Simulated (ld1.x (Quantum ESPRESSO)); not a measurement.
## Configuration tests for As (Z = 33) (TM)

- Element: arsenic
- Generator: ld1.x (Quantum ESPRESSO) 7.5
- Type: norm-conserving Troullier–Martins (Kleinman–Bylander form)
- Functional: PBE
- Relativity: fully relativistic
- Frozen core: [Ar] 3d10
- Valence charge: 5
- Reference configuration: 4s2 4p3
- Partial waves: 4s (bound): rc 1.75 bohr; 4p (bound): rc 1.65 bohr
- Local potential: all-electron potential smoothed inside 0.94 bohr (lloc = -1)
- Core correction: a·sin(br)/r model core inside 0.90 bohr

Open shells are filled in proportion to 2j + 1 (rel_dist='average').

Energies are relative to the spin-unpolarised reference configuration 4s2 4p3; without spin polarisation the order of configurations can differ from experiment.

| valence configuration | charge | ΔE all-electron (eV) | error AE − PS (meV) |
| --- | --- | --- | --- |
| 4s2 4p2 | +1 | 9.152 | +1.5 |
| 4s2 4p1 | +2 | 27.074 | -5.9 |
| 4s2 4p0 | +3 | 54.782 | -88 |
| 4s1 4p4 | 0 | 9.412 | -5.8 |
| 4s2 4p2.5 | +0.5 | 3.557 | +0.5 |
| 4s1 4p0 | +4 | 105.428 | -347 |

**Question.** What are ΔE and the potential's error for 4s2 4p3.3?

**Answer.** ΔE = -1.235 eV all-electron; the error (AE − PS) is +0.1 meV.

Levels in the configuration 4s2 4p2:

```tsv
level	all-electron (eV)	pseudo (eV)
4s j=1/2	-23.351	-23.347
4p j=1/2	-13.564	-13.562
4p j=3/2	-13.229	-13.228
```

Note: ghost state, extra bound levels that the all-electron valence spectrum of the same l lacks: s at -142.0 eV. A true bound ghost makes a file unfit for plane-wave use.
